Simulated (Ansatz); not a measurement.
`Cl[CH2][ZnH]` + `BS` → `B[S][ZnH]` + `CCl` at 400 K and 1 bar (ligand exchange at a Zn–C bond).

Calculated with Ansatz (gas phase, PBE0-D4/def2-TZVP geometries, no zero-point term in ΔE). CCSD(T)/CBS is the MP2 limit (def2-TZVPP, def2-QZVPP) plus CCSD(T) − MP2 in def2-TZVPP, frozen cores. This one scheme is used for every species. For Zn outer-core shells are correlated without core-valence functions, which leaves a few kJ/mol of doubt a bond. Scalar relativity is left out up to krypton.

| species | CCSD(T)/CBS energy (Eh) | H − E (kJ/mol) | S (J/(mol·K)) |
| --- | --- | --- | --- |
| `Cl[CH2][ZnH]` | -2277.98947 | 110.2 | 321.6 |
| `BS` | -424.38198 | 95.9 | 260.4 |
| `B[S][ZnH]` | -2202.78318 | 99.3 | 329.5 |
| `CCl` | -499.63220 | 114.2 | 247.0 |

H − E and S are ideal-gas, rigid-rotor, harmonic terms from PBE0-D4/def2-TZVP. 1 Eh = 2625.50 kJ/mol, R = 8.31446 J/(mol·K).

Question: By hand: ΔE, ΔH, ΔS and ΔG.

Answer: ΔE = (-2202.78318) + (-499.63220) − (-2277.98947) − (-424.38198) = -0.04393 Eh = -115.3 kJ/mol. Δ(H − E) = 99.3 + 114.2 − 110.2 − 95.9 = 7.4, so ΔH = -107.9 kJ/mol. ΔS = 329.5 + 247.0 − 321.6 − 260.4 = -5.5 J/(mol·K). ΔG = -107.9 − 400 × (-5.5)/1000 = -105.7 kJ/mol.

Question: By hand: the equilibrium constant, and the temperature at which ΔG would vanish if ΔH and ΔS stayed fixed.

Answer: log₁₀ K = −ΔG/(RT ln 10) = 13.8. ΔG = 0 at ΔH/ΔS = 19618 K, far beyond where these terms or the molecules hold.

The number of gas molecules stays the same, so ΔS is small and ΔH decides. A doubt of 5 kJ/mol in ΔE shifts log₁₀ K by 0.7 here. These are equilibria of isolated gas molecules and say nothing of rates. Largest T1 diagnostic: 0.017 (customary marks: 0.02 for closed shells, 0.045 for open ones).
